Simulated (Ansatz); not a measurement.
`[CH3][Sn]([SH])([Cl])[Cl]` → `C[S][SnH]([Cl])[Cl]`  (isomerisation)

Program: Ansatz. Geometries: PBE0-D4/def2-TZVP. ΔE: electronic, gas phase. CCSD(T)/CBS is the MP2 limit (def2-TZVPP, def2-QZVPP) plus CCSD(T) − MP2 in def2-TZVPP, frozen cores. def2 core potentials past Kr. For Sn outer-core shells are correlated without core-valence functions, which leaves a few kJ/mol of doubt a bond. One conformer a species, not always the lowest.

| species | CCSD(T)/CBS(def2) energy (Eh) |
| --- | --- |
| `[CH3][Sn]([SH])([Cl])[Cl]` | -1571.95481 |
| `C[S][SnH]([Cl])[Cl]` | -1571.93325 |

(1) Work out ΔE.

Largest T1 diagnostic among the species: 0.011.

Results:

(1) ΔE = (-1571.93325) − (-1571.95481) = 0.02156 Eh = +0.59 eV.

In def2-TZVPP, CCSD(T) changes the Hartree–Fock value by +0.06 eV (the triples alone add −0.00 eV) and MP2 by +0.09 eV. Leaving LDA and LC-ωPBE aside and taking each functional with its dispersion term where it has one, the values, not all of them listed here, spread over 0.09 eV, from revPBE-D4 to B2PLYP. LDA lies −0.04 eV from PBE without D4. At CCSD(T), def2-SVP lies −0.06 eV from the extrapolated value and def2-TZVPP +0.01 eV.
